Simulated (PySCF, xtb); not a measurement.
Al(H)3 anion (AlH3), SMILES [AlH3] (connectivity only; charge and spin as stated), charge -1, multiplicity 2.

Harmonic wavenumbers (cm⁻¹) from GFN2-xTB run with xtb 6.7.1 at its own minimum, in rising order: 528, 528, 871, 1075, 1075, 1146.

**Question.** What does B3LYP-D3(BJ)/def2-TZVPD (PySCF) give at its own minimum? (An estimate is asked for; the answer gives what the named calculation found.)

**Answer.** 670, 757, 757, 1662, 1662, 1684. Paired by order, the mean absolute difference is 366 cm⁻¹ and the zero-point energies are 7.5 and 10.3 kcal/mol.
